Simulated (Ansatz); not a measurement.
Reaction (formal exchange of groups at the Al–B bond): `C[BH][Al]([OH])[F]` + `CO/C=C/O` → `C[O][Al]([OH])[F]` + `CB/C=C/O`

Program: Ansatz. Geometries: PBE0-D4/def2-TZVP. ΔE: electronic, gas phase. CCSD(T)/CBS adds triple-zeta CCSD(T) − MP2 to the extrapolated MP2 energy (def2 sets, frozen cores). This one scheme is used for every species. Double bonds are as drawn, so ΔE can hold a change between cis and trans. Functionals use def2-TZVPP. One conformer a species, not always the lowest.

| level | ΔE (kJ/mol) |
| --- | --- |
| r2SCAN | -275.9 |
| HF/def2-QZVPP | -285.7 |
| MP2/CBS(def2) | -289.4 |
| CCSD/CBS(def2) | -274.4 |

(1) What does CCSD(T)/CBS give? (An estimate is asked.)

Largest T1 diagnostic among the species: 0.013.

Answers

(1) The calculation gave: -272.7 kJ/mol. The listed levels differ from it by -3.2, -13.0, -16.7, -1.7 kJ/mol.

From PBE to PBE0 (25 % exact exchange), in def2-TZVPP and without D4, ΔE moves by −7.7 kJ/mol.
